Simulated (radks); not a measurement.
Coulomb parameter of the 4f shell of the neodymium ion Nd3+ in the model configuration [Xe] 4f1.5 6p1.5, as a second difference U = [E(n + 0.5) + E(n - 0.5) - 2 E(n)] / (0.5)^2 with all orbitals relaxed. "Bare": the charge of the atom changes with n. "Screened": the 6p shell takes up the change at fixed total charge, which measures U(4f,4f) + U(6p,6p) - 2 U(4f,6p). Calculated with a radial shooting solver on a logarithmic mesh with Libxc functionals: scalar-relativistic Kohn-Sham, SCAN, spin-unpolarised, spherical densities, finite nucleus; meta-GGA in the generalised Kohn-Sham scheme; Fermi nuclear charge, rms radius 4.9123 fm.

case              configuration  E - E(n) (eV)
start          [Xe] 4f1.5 6p1.5          0.000
bare +0.5        [Xe] 4f2 6p1.5        -21.139
bare -0.5        [Xe] 4f1 6p1.5         26.099
screened +0.5      [Xe] 4f2 6p1        -12.413
screened -0.5      [Xe] 4f1 6p2         14.839

U(bare) = 19.841 eV, U(screened by 6p) = 9.702 eV, against the Slater integral F0(4f,4f) = 28.480 eV with frozen orbitals.
